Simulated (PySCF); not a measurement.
Compound: C5H9NOSi.
SMILES with atom numbers: `[CH3:1][O:2][C@@H:3]1[CH2:4][C@@:5]1([SiH3:6])[C:7]#[N:8]`

Cartesian coordinates in Å at the GFN2-xTB level; atoms count from 1:
```xyz
17
C5H9NOSi angstrom
C      2.238    0.571    0.187
O      1.332   -0.160   -0.609
C      0.463   -0.946    0.129
C     -0.790   -1.395   -0.525
C     -0.867   -0.355    0.578
Si    -1.310    1.429    0.099
C     -1.347   -0.782    1.835
N     -1.727   -1.104    2.868
H      1.710    1.251    0.865
H      2.872   -0.100    0.776
H      2.854    1.147   -0.500
H      0.959   -1.625    0.823
H     -0.969   -1.051   -1.532
H     -1.149   -2.394   -0.321
H     -0.996    2.284    1.245
H     -0.538    1.800   -1.082
H     -2.743    1.443   -0.195
```

NICS = −σ at a ghost point: NICS(0) at the centroid of the ring atoms, NICS(1) 1 Å to either side along the normal of their mean plane, zz for the tensor component along that normal. Level: GIAO PBE0/pcSseg-1 (PySCF, non-relativistic, gas phase) on the GFN2-xTB geometry, one conformer.

Ring bond lengths (Å), with Mayer bond orders in brackets: C3–C4 1.484 (0.96), C4–C5 1.518 (0.90), C5–C3 1.524 (0.85).

Task: Give the NICS values of each ring in ppm.

Result: 
```
    ring                                            type  NICS(0)  NICS(1), two faces  NICS(1)zz, two faces  rms pucker (Å)  centre to ring atoms, mean (Å)
C3–C4–C5  3-membered carbocycle; formal bonds all single    -41.9         -7.9 / -9.1         -17.8 / -22.3            0.00                            0.87
```

Task: What do they say, and how far can they be read as aromaticity?

Result: 
- C3–C4–C5: mean NICS(1)zz -20.1 ppm, shielded. C3, C4, C5 have four or more neighbours, so the value isn't read as a sign of a π ring current. The two faces differ by 4.5 ppm, so no symmetry operation interchanges them. NICS(0) lies 33 ppm below the mean NICS(1).
